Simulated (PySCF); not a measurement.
**Electron correlation in Ru (ruthenium, neutral)**

[Kr] 4d7 5s1, high-spin 5F determinant. All numbers are calculated (PySCF 2.14, a scalar-relativistic core potential, in def2-SVP with the def2 core potential (28 electrons)). Frozen: 4s2 4p6; 8 electrons correlated.

MP2 pair energies summed by pair of shells (mhartree):

```csv
pair,energy,share (%)
4d-4d,-97.73,83.5
4d-5s,-19.26,16.5
```

Total MP2 correlation energy: -116.99 mhartree.

Same-spin part -54.62 and opposite-spin part -62.37 mhartree; SCS-MP2 scales them by 1/3 and 6/5 to -93.05 mhartree.
